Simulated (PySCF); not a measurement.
Radial density of Xe²⁺ (xenon, charge +2)

UHF, [Kr] 4d10 5s1 5p4 6s1, high-spin 5P determinant (an excited configuration). Computed with PySCF 2.14 in x2c-QZVPPall with one added diffuse shell each of s, p, d, f type (14s10p8d5f1g, 128 functions), with scalar relativity by spin-free X2C-1e.

| r (bohr) | 4πr²ρ (e/bohr) | 4πr²(ρα − ρβ) |
| --- | --- | --- |
| 0.0283 | 63.83 | 0.0309 |
| 0.0476 | 67.06 | 0.0809 |
| 0.0801 | 91.25 | 0.0893 |
| 0.135 | 68.04 | -0.0128 |
| 0.227 | 76.88 | 0.2374 |
| 0.381 | 37.69 | 0.0287 |
| 0.641 | 29.62 | 0.4506 |
| 1.08 | 13.21 | 0.4352 |
| 1.81 | 4.073 | 2.1939 |
| 3.05 | 0.9575 | 0.5995 |
| 5.13 | 0.2030 | 0.1981 |
| 8.63 | 0.003135 | 0.0031 |

Densities and radii are taken from the X2C orbitals without a picture-change correction, which distorts them close to the nucleus.

The outer electron is Rydberg-like, and this basis confines it to a smaller radius and binds it less than a complete one would.

Question: Where is the radial spin density 4πr²(ρα − ρβ) most negative, and why is it negative at all?

Answer: Around r = 0.135 bohr, down to -0.0128 e/bohr: exchange with the open shell polarises the paired shells in an unrestricted calculation.
